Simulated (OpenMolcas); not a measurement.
A ladder of methods for C6H10O (cyclohexanone)

C6H10O has 17 atoms, charge 0, and is taken as a singlet. SMILES: `O=C1CCCCC1`. Geometry: relaxed at PBE0-D4/def2-TZVP. This is one conformer, not always the lowest.

Each level gives the HOMO–LUMO gap (eV). The values are calculated.

```csv
level,kind,program,value (eV),CPU time
HF/6-31G* (spherical functions),Hartree–Fock,OpenMolcas,14.93,37 s
SVWN5/6-31G* (spherical functions),LDA,OpenMolcas,3.73,2.7 min
PBE/6-31G* (spherical functions),GGA,OpenMolcas,3.84,3.3 min
M06-L/6-31G* (spherical functions),meta-GGA,OpenMolcas,4.49,3.8 min
TPSS/6-31G* (spherical functions),meta-GGA,OpenMolcas,4.10,4.2 min
r2SCAN/6-31G* (spherical functions),meta-GGA,OpenMolcas,4.39,4 min
BHLYP/6-31G* (spherical functions),global hybrid,OpenMolcas,9.46,3.2 min
PBE0/6-31G* (spherical functions),global hybrid,OpenMolcas,6.62,3.1 min
```

The values span 3.73 to 14.93 eV. Orbital gaps aren't excitation energies; they tend to grow with the share of exact exchange. Times are those of the runs behind each value, whatever else they computed, on shared processors of several kinds: orders of magnitude only.
